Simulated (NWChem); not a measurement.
# HfO$_{2}$

SMILES: [O]=[Hf]=[O]
```xyz
3

Hf     0.0000     0.0000    -0.1978
O     -1.4322     0.0000     0.8900
O      1.4322     0.0000     0.8900
```
Charge 0, spin multiplicity 1.

Program: NWChem. Structure: optimised with PBE/def2-SVP with def2 effective core potentials on Hf, a minimum by its harmonic frequencies.

Symmetry labels belong to the abelian group C2v used in the runs, with the axes of the coordinates shown.

Effective core potentials replace the inner electrons of Hf; spin-orbit coupling is left out. B3LYP has NWChem's definition, with VWN1-RPA local correlation. The structure started from a generated list of species.

Problem. List the lowest 3 singlet excitations that TD-B3LYP/def2-SVPD with def2 effective core potentials on Hf, VWN1-RPA local correlation gives, with oscillator strengths.

Solution. 
```tsv
state	symmetry	energy (eV)	wavelength (nm)	f
1	b1	1.61	768	0.002
2	a1	2.71	458	0.015
3	b2	2.76	449	0.006
```
